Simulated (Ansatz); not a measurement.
C₂H₄OSi, SMILES `[SiH3]C1=CO1`, 8 atoms. Total charge 0; spin multiplicity 1. All runs use 2 threads of an Arm Neoverse V1 on a shared host. Correlated methods freeze the cores.

Task: How many basis functions does each run have, and how long does it take in Ansatz? RKS HSE06 (plane-wave form)-D4/def2-TZVPP energy; RKS B2PLYP (frozen core)/def2-TZVPP energy; RKS revPBE-D4/def2-TZVPP energy; RKS PBE0-D4/def2-QZVPP energy; RHF-CCSD(T)/def2-TZVPP energy; RKS PBE-D4/def2-TZVPP energy and forces; RKS ωB97M-V/def2-QZVPP energy; RHF-CCSD(T)/def2-SVP energy; RKS ωB97M-V/def2-SVP energy; RKS PBE0-D4/def2-TZVP frequencies; RKS PBE0-D4/def2-SVP energy; RHF-MP2/def2-QZVPP energy. (An estimate is asked.)

Result: The calculation gave: Other jobs shared the machine, so times are rough.

```json
{"level": "RKS PBE0-D4/def2-SVP", "job": "energy", "functions": "80", "wall time": "0.95 s", "peak host memory (GiB)": "0.14"}
{"level": "RKS revPBE-D4/def2-TZVPP", "job": "energy", "functions": "191", "wall time": "2.1 s", "peak host memory (GiB)": "0.19"}
{"level": "RKS PBE-D4/def2-TZVPP", "job": "energy and forces", "functions": "191", "wall time": "2.5 s", "peak host memory (GiB)": "0.19"}
{"level": "RHF-CCSD(T)/def2-SVP", "job": "energy", "functions": "80", "wall time": "2.6 s", "peak host memory (GiB)": "0.23"}
{"level": "RKS HSE06 (plane-wave form)-D4/def2-TZVPP", "job": "energy", "functions": "191", "wall time": "3.1 s", "peak host memory (GiB)": "0.41"}
{"level": "RKS ωB97M-V/def2-SVP", "job": "energy", "functions": "80", "wall time": "4.1 s", "peak host memory (GiB)": "0.21"}
{"level": "RKS B2PLYP (frozen core)/def2-TZVPP", "job": "energy", "functions": "191", "wall time": "4.9 s", "peak host memory (GiB)": "0.36"}
{"level": "RKS PBE0-D4/def2-QZVPP", "job": "energy", "functions": "361", "wall time": "6.5 s", "peak host memory (GiB)": "0.85"}
{"level": "RKS ωB97M-V/def2-QZVPP", "job": "energy", "functions": "361", "wall time": "17 s", "peak host memory (GiB)": "1"}
{"level": "RHF-MP2/def2-QZVPP", "job": "energy", "functions": "361", "wall time": "18 s", "peak host memory (GiB)": "1.4"}
{"level": "RHF-CCSD(T)/def2-TZVPP", "job": "energy", "functions": "191", "wall time": "56 s", "peak host memory (GiB)": "2.1"}
{"level": "RKS PBE0-D4/def2-TZVP", "job": "frequencies", "functions": "154", "wall time": "100 s", "peak host memory (GiB)": "0.29"}
```
